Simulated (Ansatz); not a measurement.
Isolated molecules relaxed with PBE0-D4/def2-TZVP in Ansatz; ΔE leaves out vibrations. CCSD(T)/CBS adds triple-zeta CCSD(T) − MP2 to the extrapolated MP2 energy (def2 sets, frozen cores). Functionals use def2-TZVPP. B3LYP here is the variant with VWN-RPA as its local correlation; programs differ in this. For Ge outer-core shells are correlated without core-valence functions, which leaves a few kJ/mol of doubt a bond. Scalar relativity is left out up to krypton. One conformer a species, not always the lowest.

Consider the cleavage of the Si–Ge bond: `N[SiH2][GeH3]` + `N[Si](O)(F)F` → `N[SiH2]O[Si](N)(F)F` + GeH₄.

`N[SiH2][GeH3]`:

Z-matrix (Å, degrees):
```
Si
Ge 1 2.379
N 1 1.723 2 108.4
H 1 1.496 2 107.9 3 -126.0
H 1 1.487 2 110.7 3 117.5
H 2 1.539 1 111.0 3 173.1
H 2 1.542 1 110.4 3 53.9
H 2 1.538 1 111.7 3 -65.9
H 3 1.008 1 119.6 2 166.2
H 3 1.007 1 119.8 2 -51.1
```

`N[Si](O)(F)F`:

Cartesian coordinates in Å:
```
N -0.821 0.249 -0.835
Si 0.534 0.060 0.150
O 0.281 -0.999 1.348
F 1.831 -0.481 -0.574
F 0.903 1.508 0.675
H -1.272 -0.543 -1.260
H -0.945 1.088 -1.378
H -0.510 -0.882 1.876
```

`N[SiH2]O[Si](N)(F)F`:

Z-matrix (Å, degrees):
```
Si
O 1 1.638
N 1 1.717 2 112.0
H 1 1.481 2 106.7 3 119.7
H 1 1.481 2 107.6 3 -119.1
Si 2 1.608 1 144.3 3 6.7
H 3 1.007 1 120.3 2 -109.7
H 3 1.007 1 120.7 2 103.4
N 6 1.676 2 109.7 1 -2.7
F 6 1.584 2 109.5 1 121.0
F 6 1.584 2 109.1 1 -126.7
H 9 1.003 6 125.7 2 -179.4
H 9 1.008 6 119.2 2 -3.3
```

GeH₄:

Z-matrix (Å, degrees):
```
Ge
H 1 1.534
H 1 1.534 2 109.5
H 1 1.534 2 109.5 3 -120.0
H 1 1.534 2 109.5 3 120.0
```

```csv
species,B3LYP energy (Eh)
`N[SiH2][GeH3]`,-2425.58774
`N[Si](O)(F)F`,-621.38314
`N[SiH2]O[Si](N)(F)F`,-967.57217
GeH₄,-2079.44280
```

(1) Work out ΔE.

Largest T1 diagnostic among the species: 0.012.

## Answers

(1) ΔE = (-967.57217) + (-2079.44280) − (-2425.58774) − (-621.38314) = -0.04409 Eh = -27.7 kcal/mol. CCSD(T)/CBS gives -28.2 kcal/mol.

In def2-TZVPP, CCSD(T) changes the Hartree–Fock value by +4.6 kcal/mol (the triples alone add +0.5 kcal/mol) and MP2 by +3.9 kcal/mol. From PBE to PBE0 (25 % exact exchange), in def2-TZVPP and without D4, ΔE moves by −1.9 kcal/mol.
